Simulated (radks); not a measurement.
Species: I3+. Configuration: [Kr] 4d10 5s2 5p2.

Calculated with a radial shooting solver on a logarithmic mesh with Libxc functionals: Dirac Kohn-Sham, LB94 model potential, spin-unpolarised, spherical densities, finite nucleus; open shells fill j = l - 1/2 first; Fermi nuclear charge, rms radius 4.75 fm.

Energy parts (hartree):
kinetic: 7567.13329
electron-nucleus: -17268.24727
Hartree: 2765.50281
(The LB94 potential has no energy functional, so no total or exchange-correlation energy is given.)

Orbitals (lengths in bohr, moments of r in powers of bohr; <r^-3> diverges for s and p1/2):
orbital  occ.  eigenvalue (hartree)      <r>  <r^-3>   <1/r>  small-component weight
1s1/2       2             -1218.172  0.02718       -   56.89                3.82e-02
2s1/2       2             -189.8770   0.1165       -   13.28                8.17e-03
2p1/2       2             -178.4734  0.09817       -   13.29                8.22e-03
2p3/2       4             -167.3772   0.1039    5273   12.25                7.80e-03
3s1/2       2             -39.72659   0.3134       -   4.723                2.40e-03
3p1/2       2             -34.95474   0.3034       -   4.644                2.36e-03
3p3/2       4             -32.87709   0.3149    1009   4.389                2.24e-03
3d3/2       4             -24.42505   0.2855   162.5   4.254                2.14e-03
3d5/2       6             -23.98504   0.2891   150.2   4.188                2.10e-03
4s1/2       2              -8.08876   0.7400       -   1.902                6.90e-04
4p1/2       2              -6.43300   0.7722       -   1.794                6.30e-04
4p3/2       4              -6.02651   0.8012   196.8   1.707                5.91e-04
4d3/2       4              -3.35717   0.9077   24.37   1.463                4.55e-04
4d5/2       6              -3.29261   0.9188   22.26   1.442                4.45e-04
5s1/2       2              -1.95437    1.800       -  0.7352                1.48e-04
5p1/2       2              -1.53159    2.032       -  0.6444                1.17e-04
5p3/2       0              -1.47294    2.105   28.41  0.6179                1.09e-04

The highest occupied level is 5p1/2 at -41.677 eV. The density falls to 0.001 e/bohr^3 at r = 3.58 bohr. For comparison, the ionisation energy in NIST's Atomic Spectra Database is 40.36 eV (measured). In exact Kohn-Sham theory the highest level is minus the ionisation energy, but local and semilocal functionals leave it too shallow, through self-interaction and a potential that decays too fast; potentials with the right tail come closer. Summed over all electrons, <r^2> = 33.84 bohr^2, which gives a Langevin (diamagnetic) susceptibility term of -26.8 x 10^-6 cm^3/mol. The electron density at the nucleus is 2.49e+05 e/bohr^3.

Beside tabulated values, note that spin-unpolarised runs miss the spin-polarisation part of the exchange energy of open shells.
